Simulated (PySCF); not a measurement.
## Computed properties of Cd(Br)(Et) (C2H5BrCd), SMILES C[CH2][Cd][Br]

Cd(Br)(Et) (C₂H₅BrCd), SMILES C[CH2][Cd][Br]. Geometry: PBE0-D3(BJ)/def2-SVP. The def2 effective core potentials stand for the cores of Cd; spin–orbit coupling is left out. Other conformers were not sampled. All values are computed for the isolated molecule unless a solvent is named; none is compared with measurement here.

**Structure.** The optimised structure has Cs symmetry. All 21 harmonic modes at PBE0-D3(BJ)/def2-SVP (PySCF) are real, so it is a minimum. With heavy atoms numbered as in [Cd:1]([Br:2])[CH2:3][CH3:4], the shortest bond between them is C3–C4 at 1.524 Å and the longest Cd1–Br2 at 2.434 Å.

**Vibrations.** The strongest infrared lines (harmonic, unscaled, degenerate partners summed) lie at 1189 cm⁻¹ (47 km/mol, H 67 %, C 33 %), 3039 cm⁻¹ (41 km/mol, H 97 %), 641 cm⁻¹ (25 km/mol, H 82 %, C 17 %). The softest mode is at 62 cm⁻¹ and the zero-point energy is 41.0 kcal/mol.

**Electronic structure.** B3LYP/def2-TZVP (PySCF) places the frontier levels at -7.43 and -1.23 eV, a gap of 6.20 eV, and gives a dipole moment of 3.36 D and a mean polarisability of 79.0 bohr³. PBE/def2-TZVP (PySCF) at the same geometry gives -6.57 and -1.75 eV, so its gap is 1.38 eV narrower. An orbital gap is neither the optical nor the fundamental gap.

**Excitations.** TDDFT-ωB97X/def2-SVPD (PySCF) has S1 at 6.10 eV (203 nm, f = 0.021, weak); the most intense of the 10 singlets computed lies at 8.20 eV (f = 0.89). T1 (TDA) is at 5.07 eV. TDDFT-PBE/def2-SVPD (PySCF) puts S1 at 4.95 eV. No vertical singlet excitation falls in the visible range (under 3.1 eV).
